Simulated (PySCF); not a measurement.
Gas-phase reaction: GeH3F + HF + GeF2 ⇌ 2 GeH2F2. Level: ωB97X-V/def2-TZVP†; standard pressure 1 bar.

Method: PySCF energies plus ideal-gas RRHO corrections (1 bar). † marks an energy on the PBE0/def2-TZVP geometry and frequencies. All species are closed-shell singlets. Ge: all electrons, no relativistic terms. GeH2F2: computed as isolated molecules; such fragments, hydroxides, amides, oligomers or adducts are transient or little studied in the gas. The harmonic model lacks anharmonicity and excited electronic states, which grow with temperature; levels with a mode under 35 cm⁻¹ are left out.

```json
[
 {"T (K)": "1000", "1000/T (1/K)": "1.0000", "log10 K": "-1.29"},
 {"T (K)": "1200", "1000/T (1/K)": "0.8333", "log10 K": "-2.25"},
 {"T (K)": "1400", "1000/T (1/K)": "0.7143", "log10 K": "-2.92"},
 {"T (K)": "1600", "1000/T (1/K)": "0.6250", "log10 K": "-3.42"},
 {"T (K)": "1800", "1000/T (1/K)": "0.5556", "log10 K": "-3.79"},
 {"T (K)": "2000", "1000/T (1/K)": "0.5000", "log10 K": "?"}
]
```

Question: Fit log10 K = a + b·(1000/T) to the five rows, get the mean ΔH° and ΔS°, and predict log10 K at 2000 K.

Answer: Means: 1000/T = 0.7456, log10 K = -2.734. Sums of products about the means: Sxy = 0.69899, Sxx = 0.124035, so b = Sxy/Sxx = 5.64 and a = -2.734 − (5.64)×0.7456 = -6.94.
ΔH° = −R ln 10 × 1000 K × b = −19.145 × (5.64) = -108 kJ; ΔS° = R ln 10 × a = -133 J/K. The run's own values go from -112 kJ and -137 J/K at 1000 K to -98 kJ and -127 J/K at 2000 K.
Prediction at 2000 K: -6.94 + (5.64)×0.5000 = -4.12. The computed value is -4.08, 0.04 from the line.
For scale, ΔH°(298 K) is -117 kJ at this level, -97 kJ at ωB97M-V/def2-TZVP†, and runs from -142 to -17 kJ over the 20 levels computed.
